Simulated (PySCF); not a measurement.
B2Cl3, SMILES Cl[B]B(Cl)Cl (connectivity only; charge and spin as stated), charge +1, multiplicity 1.

Geometry optimised at PBE-D3(BJ)/def2-SVP. The multiplicity is an assumed one; other spin states were not compared. The isomer is the one that the SMILES or the coordinates give; other isomers of the formula were not compared. The values are those of a single conformer.

Two levels are set side by side: TDDFT-PBE/def2-SVPD (PySCF) and TDDFT-LC-ωPBE/def2-SVPD (PySCF). Vertical, same geometry. The lowest singlet is HOMO−1→LUMO 100 % with PBE and HOMO→LUMO 95 % with the other functional; states are paired by order. Differences are taken from unrounded values.

| quantity | TDDFT-PBE |
|---|---|
| lowest singlet excitation (eV) | 2.94 |
| lowest triplet excitation (TDA) (eV) | 2.54 |
| first bright state (f over 0.05) (eV) | 4.28 |
| its oscillator strength | 0.06 |

### Question
These are the TDDFT-PBE values. What does TDDFT-LC-ωPBE give? (Estimate from the structure and the level; the computed values follow.)

### Answer

| quantity | TDDFT-LC-ωPBE | TDDFT-PBE minus TDDFT-LC-ωPBE |
|---|---|---|
| lowest singlet excitation (eV) | 4.23 | -1.29 |
| lowest triplet excitation (TDA) (eV) | 3.53 | -0.98 |
| first bright state (f over 0.05) (eV) | 5.96 | -1.68 |
| its oscillator strength | 0.11 | -0.04 |

A lower first singlet is the usual sign of a functional without exact exchange. Differences between two approximate levels are no errors against the true value.

Rough cost on one machine, each run with all the roots and properties that it gave: TDDFT-LC-ωPBE against TDDFT-PBE about 5 times.
